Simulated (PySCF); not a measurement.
CHF₂, SMILES [CH](F)F (connectivity only; charge and spin as stated), charge +1, multiplicity 1.

Geometry: PBE0-D3(BJ)/def2-TZVP. The spin state was assumed, not searched. The isomer is the one that the SMILES or the coordinates give; other isomers of the formula were not compared.

These are PBE0/def2-TZVPD in PySCF values and carry that method's errors.

Isolated molecule, no solvent.

```
Property                                                         Result
------------------------------------------------  ---------------------
total energy                                         -237.86944 hartree
point group                                                         C2v
highest occupied level                                        -21.37 eV
lowest empty level                                            -11.07 eV
orbital gap                                                    10.31 eV
dipole moment about the centre of nuclear charge                 2.53 D
mean static polarisability                         12.0 bohr³ (1.78 Å³)
polarisability, principal values                  8.9, 12.1, 14.9 bohr³
```
